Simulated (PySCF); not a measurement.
**How methods differ on the excitation energy of Be⁺**

Be⁺ [He] 2s1 (2S) → Be⁺ [He] 2p1 (2P), as a difference of total energies. All numbers are calculated (PySCF 2.14, the non-relativistic Hamiltonian (point nucleus), in aug-cc-pVDZ (4s3p2d, 23 functions)). The calculations carry no spin-orbit coupling.

Order these methods by the excitation energy they give, lowest first.
A. LDA
B. revPBE
C. r2SCAN
D. PBE0

B (27657 cm⁻¹), A (28256 cm⁻¹), C (28508 cm⁻¹), D (28971 cm⁻¹).

For comparison: 31933 cm⁻¹ (measured; NIST levels, between the centres of gravity of the two terms).
